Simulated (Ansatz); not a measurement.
Calculated with Ansatz (gas phase, PBE0-D4/def2-TZVP geometries, no zero-point term in ΔE). CBS: MP2 limit from def2 TZ/QZ plus the TZ coupled-cluster correction, frozen cores. This one scheme is used for every species. Functionals use def2-TZVPP. def2 core potentials past Kr. For Sn outer-core shells are correlated without core-valence functions, which leaves a few kJ/mol of doubt a bond. One conformer a species, not always the lowest.

Reaction (ligand exchange at the Sn–N bond): `B[NH][SnH]([NH2])[OH]` + H–F → `[NH2][SnH]([OH])[F]` + `BN`

`B[NH][SnH]([NH2])[OH]`:

```xyz
12

B    -1.127   -0.439    1.692
N    -0.383   -1.020    0.672
Sn    0.936   -0.028   -0.543
N     0.169    0.586   -2.293
O     1.338    1.604    0.442
H    -1.011    0.740    1.909
H    -1.878   -1.100    2.353
H    -0.499   -2.011    0.515
H     2.307   -0.991   -0.829
H    -0.665    1.152   -2.204
H    -0.010   -0.148   -2.965
H     0.823    1.655    1.252
```

H–F:

```xyz
2

F     0.394    0.080    0.224
H    -0.394   -0.080   -0.224
```

`[NH2][SnH]([OH])[F]`:

```xyz
8

N     1.497    0.462    0.144
Sn   -0.317   -0.085   -0.471
O    -1.551    0.803    0.742
F    -0.679   -1.951   -0.137
H     2.270    0.023   -0.336
H     1.634    0.368    1.142
H    -0.603    0.168   -2.122
H    -2.250    0.214    1.038
```

`BN`:

```xyz
6

B    -0.382   -0.075   -0.561
N     0.393    0.077    0.577
H    -0.175    0.635   -1.502
H    -1.237   -0.912   -0.574
H     0.274   -0.484    1.403
H     1.127    0.759    0.657
```

CCSD(T)/CBS gives -15.2 kcal/mol.

(1) Another level gave -20.2 kcal/mol. Which?
A. r2SCAN0-D4/def2-TZVPP
B. B97M-V/def2-TZVPP
C. CCSD(T)/def2-TZVPP
D. LDA (SPW92)/def2-TZVPP

Largest T1 diagnostic among the species: 0.014.

Results:

(1) B. B97M-V -20.2, r2SCAN0-D4 -17.9, LDA (SPW92) -16.7, CCSD(T)/def2-TZVPP -14.3 kcal/mol.

From r2SCAN to r2SCAN0 (25 % exact exchange), in def2-TZVPP and without D4, ΔE moves by +1.1 kcal/mol. At CCSD(T), def2-SVP lies −1.9 kcal/mol from the extrapolated value and def2-TZVPP +0.9 kcal/mol. The D4 term adds +2.5 kcal/mol with B3LYP and +1.4 kcal/mol with PBE0; it sums over pairs of atoms, weighted by their polarisabilities, and B3LYP, whose exchange is more repulsive, gets the larger term.

CCSD(T)/CBS has its own doubt, a few kJ/mol and more with outer-core shells, so smaller differences from it don't rank the levels.

B3LYP here is the variant with VWN-RPA as its local correlation; programs differ in this.
